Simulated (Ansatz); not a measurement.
Two structures of BH₄O₂F₃, closed shell, reached by relaxing down either side of one saddle point (PBE0-D4/def2-TZVP). Energies are electronic, without zero-point energy. Computed with Ansatz 0.2.0 (basis: def2-TZVPP and def2-QZVPP); correlated methods freeze the cores. Extrapolation: Hartree–Fock as exp(−7.88 √X), correlation as X^−2.97. First:

```
atom    x (Å)    y (Å)    z (Å)
  B1  -1.0609  -0.3120  -0.7040
  F2  -0.0030   0.1695  -1.4587
  F3  -1.0756  -1.6611  -0.6219
  F4  -2.2446   0.2915  -0.9792
  H5   0.2773   0.2521   0.9130
  O6  -0.7226   0.1903   0.8129
  H7   1.7334   0.2095  -0.3729
  O8   1.8358   0.2751   0.5879
  H9  -1.1166   1.0565   0.9640
 H10   2.3768  -0.4714   0.8588
```

Second:

B1  (-1.319, -0.383, -0.300)
F2  (0.555, 0.532, -1.509)
F3  (-0.848, -1.611, -0.418)
F4  (-2.211, 0.064, -1.164)
H5  (0.992, 0.101, 1.127)
O6  (-1.009, 0.305, 0.836)
H7  (1.173, 0.401, -0.787)
O8  (1.826, 0.135, 0.633)
H9  (-1.395, 1.185, 0.850)
H10  (2.235, -0.729, 0.733)
(Å)

Q: Which bonds change from the first to the second?

A: BF₃ ([F][B]([F])[F]) + H₂O + H₂O → BHOF₂ ([OH][B]([F])[F]) + H₂O + HF; bonds formed: F2–H7, H5–O8; dative contacts that become bonds: B1–O6; bonds broken: B1–F2, H5–O6, H7–O8.

Q: Give the saddle point's structure and its height above each. (To be estimated.)

A: The calculation gives: 63.1 kJ/mol above the first and 25.0 kJ/mol above the second (CCSD(T) at an estimated basis limit (MP2 extrapolated from triple and quadruple zeta, plus CCSD(T) − MP2 in triple zeta)).
```tsv
atom	x (Å)	y (Å)	z (Å)
B1	-1.0096	-0.2783	-0.4906
F2	0.2868	0.2248	-1.3229
F3	-0.8769	-1.6238	-0.5301
F4	-2.0560	0.2618	-1.1463
H5	0.8010	0.2604	1.0056
O6	-0.7880	0.2450	0.8359
H7	1.1223	0.2239	-0.5499
O8	1.6901	0.2391	0.5159
H9	-1.2916	1.0489	0.9797
H10	2.1219	-0.6019	0.7028
```

The T1 diagnostic stays at or below 0.012.

The step is the kind of ligand exchange by which a precursor binds to a hydroxyl group, or is hydrolysed, in atomic layer deposition of oxides.

Labels in which every atom is bracketed show which atoms are joined, not bond orders.

For scale, one of the runs: CCSD(T)/def2-TZVPP, 242 basis functions, launched by `ansatz run in.yaml --threads 8 --pin off --events-out ev --progress --plain --max-ram 19148MiB`. The run took 120 s on 8 CPU threads of an Arm Neoverse V2 (shared host), with 5.7 GiB of host memory at its peak.
